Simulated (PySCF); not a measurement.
**La²⁺ (lanthanum, charge +2) across methods**

[Xe] 4f1, 2F determinant (an excited configuration). All numbers are calculated (PySCF 2.14, scalar relativity by spin-free X2C-1e, in cc-pVDZ-X2C (8s7p5d3f1g, 84 functions)).

```tsv
method	E (hartree)	mean ε 5p α (eV)	mean ε 5p β (eV)	mean ε 4f α (eV)	Σ⟨r²⟩ (bohr²)	⟨S²⟩
UHF	-8488.65878	-37.739	-37.194	-18.692	43.87	0.751
LDA	-8484.65	-32.458	-32.097	-12.028	43.75	0.750
PBE	-8491.45	-32.298	-31.926	-12.073	43.81	0.751
PBE0	-8491.51	-33.953	-33.555	-13.905	43.70	0.751
```

Q: Estimate the same row for r2SCAN.

A: E (hartree) = -8491.86; mean ε 5p α (eV) = -32.783; mean ε 5p β (eV) = -32.396; mean ε 4f α (eV) = -12.278; Σ⟨r²⟩ (bohr²) = 43.71; ⟨S²⟩ = 0.751.

Spin-orbit coupling, absent here, splits the open shell strongly.
